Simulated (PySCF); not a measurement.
## Telling isomers of C4H7B apart by NMR

No relativistic terms, one computed conformer, isolated molecule, one averaged value for each set of equivalent atoms. σ from GIAO-PBE0/pcSseg-1; geometry: PBE0-D3(BJ)/def2-SVP; B3LYP/pcJ-1 coupling constants (spin–dipole term left out of most H,H and C,H couplings); PySCF.

Referencing at the same level of theory: 1H and 13C vs TMS. Multiplet labels drop J under 1 Hz and among equivalent protons, and merge close values. Unscaled 3J(H,H) run several per cent high. Vicinal couplings that depend on rotamer populations or ring flexing (ring, CH–CH, X–H and H–F types) are those of the one conformer. Couplings to H on boron are left out. Carbons bonded to boron are broad in practice. Shifts are as computed. Against solution values, carbons near 30 ppm lie about +2 ppm off and those near 130 ppm about +5 ppm (rms about the fit 1.9 ppm; single classes can miss by 10 ppm). Of 1328 compounds with measured shifts, 309 miss one by over three times the rms of a fit or turn the order of signals round; such compounds aren't used in these exercises. Signals without a measured value on file couldn't be tested in this way; 1H shifts scatter by 0.2 ppm about their fit, and single ones miss by 0.5 ppm.

(1) Tabulate the signals of `CBC#CC`, `B[C@@H]1CC1=C` and their relative energies.

(2) What is the quickest way to tell CBC#CC from B[C@@H]1CC1=C?

Results:

(1) 
```json
{"SMILES": "CBC#CC", "carbon types": "2×C 2×CH3", "δC": "144.1, 99.4, 16.6, 7.6", "δH": "6.59 (br, 1H), 2.29 (s, 3H), 1.07 (s, 3H)", "E rel. (kcal/mol)": "0.0"}
{"SMILES": "B[C@@H]1CC1=C", "carbon types": "1×C 1×CH 2×CH2", "δC": "141.3, 114.6, 28.2, 19.1", "δH": "6.57 (br, 2H), 5.93 (dt, 1H), 5.65 (m, 1H), 2.31 (m, 1H), 1.87 (m, 1H), 1.78 (m, 1H)", "E rel. (kcal/mol)": "21.6"}
```

Energies are electronic energies at PBE0/pcSseg-1 on these geometries, without zero-point or thermal terms, each for the one conformer computed, which needn't be the lowest.

(2) Both give the same number of carbon signals, but DEPT or the intensities differ. The first has a methyl carbon bonded to B (CH3) at 16.6 ppm, the second a terminal =CH2 carbon at 114.6 ppm. Their most deshielded carbons lie at 144.1 and 141.3 ppm.
